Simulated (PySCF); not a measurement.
A structure optimised at PBE0-D3(BJ)/def2-SVP (Å):
```
C 
C   1  1.5104
Br  2  1.9642  1  110.12
C   2  1.5157  1  114.70  3   119.96
Cl  4  1.7907  2  110.48  1    64.50
H   1  1.1003  2  110.95  3   -59.99
H   1  1.1007  2  109.04  3  -179.46
H   1  1.0982  2  111.05  3    60.78
H   2  1.0988  1  111.17  3  -115.22
H   4  1.0989  2  111.10  1   -54.97
H   4  1.0969  2  111.12  1  -176.65
```
Z-matrix in Å and degrees, rows numbered from 1.

Neutral, closed shell.

Question: Which heavy atoms are bonded, and with what formal order?

Answer: C1–C2 (single); C2–Br3 (single); C2–C4 (single); C4–Cl5 (single). Hydrogens: H6, H7, H8 on C1; H9 on C2; H10, H11 on C4.

Question: Write the SMILES.

Answer: `C[C@@H](Br)CCl`, C3H6BrCl, 2-bromo-1-chloropropane. Among its features: C–Cl bond and C–Br bond.

Question: Name the point group.

Answer: C1 (no symmetry element, even within 0.4 Å).

Question: Describe the place of each heavy atom.

Answer: C1: methyl carbon; C2: sp3 C–Br carbon; Br3: alkyl bromine; C4: sp3 C–Cl carbon; Cl5: alkyl chlorine.

Question: What is the arrangement about C2?

Answer: It has 4 neighbours (C1, Br3, C4, H9) and is distorted tetrahedral (angles from 104.4° to 114.7°).

Question: What is the arrangement about C4?

Answer: It has 4 neighbours (C2, Cl5, H10, H11) and is tetrahedral (angles from 107.2° to 111.1°).

The numbers are calculated, not measured.
